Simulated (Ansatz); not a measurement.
AsGeH5O, SMILES `O[AsH][GeH3]`. Charge 0, multiplicity 1. Correlated methods include outer-core shells of As, Ge, which these sets cover unevenly. Scalar relativity is left out up to krypton.

Z-matrix (Å, degrees):
```
Ge
As 1 2.432
H 1 1.535 2 110.9
H 1 1.537 2 108.8 3 -120.7
H 1 1.539 2 108.5 3 120.8
O 2 1.812 1 95.1 3 43.1
H 2 1.530 1 91.6 3 -53.2
H 6 0.961 2 107.6 1 140.0
```

Q: Give the diagnostics of a CCSD(T)/def2-TZVPP run (frozen core, Ansatz 0.2.0). (An estimate is asked.)

A: Computed: T1 = 0.0121, largest single amplitude 0.017, largest double 0.037, (T) share of the correlation energy 3.5 %, 10 CCSD cycles. The RHF solution is stable towards an unrestricted one. T1 lies under the customary mark of 0.02 for closed shells.
